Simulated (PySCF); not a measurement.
# Electronic structure of Ni²⁴⁺ (nickel, charge +24) at the BP86 level

Configuration: [He] 2s2, closed-shell 1S. Computed with PySCF 2.14 in an even-tempered Gaussian basis (17 s from 6.5 bohr⁻², ratio 2.2; 8 p from 10 bohr⁻², ratio 2.4; 6 d from 30 bohr⁻², ratio 2.4; 5 f from 45 bohr⁻², ratio 2.4; 4 g from 68 bohr⁻², ratio 2.4), with no relativity, point nucleus.

```
Total energy                                     : -937.061 hartree
One-electron energy                              : -979.194 hartree
Hartree (Coulomb) energy                         : 64.714 hartree
Exchange-correlation energy                      : -22.581 hartree
Kinetic energy                                   : 936.96428 hartree
⟨S²⟩                                             : 0.0000
⟨L²⟩                                             : 0.000
Sum of ⟨r⟩                                       : 0.5617 bohr
Sum of ⟨r²⟩                                      : 0.1276 bohr²
Density at the nucleus (Gaussians lack the cusp) : 15000 bohr⁻³
```

```tsv
shell	electrons	mean orbital energy (eV)	rms radius, mean of both spins (bohr)
1s	2	-9727.7	0.0630
2s	2	-2223.8	0.245
```
